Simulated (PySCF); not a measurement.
Species: C7H16N2.
SMILES with atom numbers: `[CH3:1][NH:2][NH:3][CH:4]1[CH2:5][CH2:6][CH2:7][CH2:8][CH2:9]1`

Geometry (GFN2-xTB, Å), atoms numbered from 1 in this order:
```xyz
25
C7H16N2 angstrom
C      3.7603   -0.4910    0.4193
N      2.4620   -0.6909   -0.1950
N      1.5120    0.2830    0.3447
C      0.2047    0.1316   -0.2897
C     -0.5686    1.4429   -0.1487
C     -1.9771    1.3153   -0.7197
C     -2.7374    0.1903   -0.0262
C     -1.9772   -1.1224   -0.1785
C     -0.5701   -0.9987    0.3964
H      4.4170   -1.2947    0.0922
H      3.7277   -0.4732    1.5162
H      4.1681    0.4587    0.0692
H      2.1032   -1.5996    0.0981
H      1.8967    1.1902    0.0773
H      0.3157   -0.1109   -1.3613
H     -0.0323    2.2427   -0.6662
H     -0.6204    1.7023    0.9110
H     -2.5105    2.2601   -0.5963
H     -1.9148    1.1029   -1.7897
H     -3.7375    0.0954   -0.4545
H     -2.8466    0.4256    1.0348
H     -2.5130   -1.9270    0.3293
H     -1.9119   -1.3808   -1.2383
H     -0.0417   -1.9454    0.2666
H     -0.6191   -0.7822    1.4654
```

Probes without a nucleus sit at each ring's centroid and 1 Å off its mean plane on both sides; NICS is minus the shielding there, NICSzz its component along the normal. Level: GIAO PBE0/pcSseg-1 (PySCF, non-relativistic, gas phase) on the GFN2-xTB geometry, one conformer.

Ring bond lengths (Å), with Mayer bond orders in brackets: C4–C5 1.529 (1.01), C5–C6 1.525 (1.05), C6–C7 1.525 (1.04), C7–C8 1.524 (1.04), C8–C9 1.525 (1.04), C9–C4 1.532 (0.99).

What do the NICS probes read (ppm)?

```tsv
ring	type	NICS(0)	NICS(1), two faces	NICS(1)zz, two faces	rms pucker (Å)	centre to ring atoms, mean (Å)
C4–C5–C6–C7–C8–C9	6-membered carbocycle; formal bonds all single	-3.0	-2.5 / -2.9	3.0 / 2.3	0.24	1.47
```

What can be read from them?

- C4–C5–C6–C7–C8–C9: mean NICS(1)zz 2.6 ppm, near zero. C4, C5, C6, C7, C8, C9 have four or more neighbours, and the NICS criterion for π rings isn't applied.

At the first NICS(1) probe listed for ring C4–C5–C6–C7–C8–C9, 1 Å off the ring, how large is the induced field along the normal in 9.4 T applied along it?

NICSzz × B0 = 3.0 ppm × 9.4 T = 28 μT, along the applied field.

List the ring angles and the Hirshfeld charges of the ring atoms.

- C4–C5–C6–C7–C8–C9: C4 109.6° (+0.009 e), C5 111.2° (-0.072 e), C6 110.6° (-0.067 e), C7 110.0° (-0.069 e), C8 110.6° (-0.069 e), C9 110.9° (-0.077 e); sum 662.9° against 720° for a flat convex ring.

How shielded are the nuclei of the rings and their hydrogens (means over atoms taken as equivalent)?

```tsv
atoms	environment	σ isotropic (ppm)	principal values of the symmetric part, first atom (ppm)
C4	sp3 carbon bound to nitrogen	124.7	101.0, 119.2, 153.7
C5 (×2)	ring CH2 carbon	150.6	142.5, 149.4, 161.8
C6 (×2)	ring CH2 carbon	158.1	153.9, 156.2, 162.3
C7	ring CH2 carbon	156.8	153.1, 156.6, 160.6
H15	methine hydrogen	29.04	25.8, 29.6, 31.8
H16 (×2)	methylene hydrogen	30.04	25.1, 29.5, 35.9
H17 (×2)	methylene hydrogen	30.61	26.7, 29.8, 34.9
H18 (×2)	methylene hydrogen	29.94	24.7, 27.8, 37.2
H19 (×2)	methylene hydrogen	30.42	26.6, 28.3, 36.1
H20	methylene hydrogen	30.02	25.1, 27.6, 37.3
H21	methylene hydrogen	30.61	27.3, 28.1, 36.4
```
